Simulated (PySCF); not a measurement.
# Working out the ionisation energy of Cu⁺

Cu⁺ [Ar] 3d10 (1S) → Cu²⁺ [Ar] 3d9 (2D). Computed with PySCF 2.14 in x2c-TZVPPall with one added diffuse shell each of s, p, d, f type (7s6p5d3f1g, 80 functions), with scalar relativity by spin-free X2C-1e. Frozen: [Ne]. Energies in hartree (1 hartree = 27.21139 eV):

```
             part   Cu⁺ (lower)  Cu²⁺ (upper)
              UHF  -1652.890309  -1652.259105
MP2 opposite-spin     -0.533498     -0.436771
    MP2 same-spin     -0.275172     -0.214024
```

Question: What does Hartree-Fock give?

Answer: (-1652.259105) − (-1652.890309) = 0.631204 hartree = 17.176 eV.

Question: What do MP2 and SCS-MP2 (6/5 opposite-spin, 1/3 same-spin) give?

Answer: The opposite-spin parts differ by 2.632 eV and the same-spin parts by 1.664 eV. MP2: 17.176 + (2.632) + (1.664) = 21.472 eV. SCS-MP2: 17.176 + 1.2 × (2.632) + (1.664)/3 = 20.889 eV.

A first-order spin-orbit estimate adds -0.105 eV to MP2 (valence and next inner shell), giving 21.367 eV against 20.292 eV (measured; NIST Atomic Spectra Database, ionization energies).

What remains against the reference includes basis incompleteness, the frozen core and correlation beyond second order.
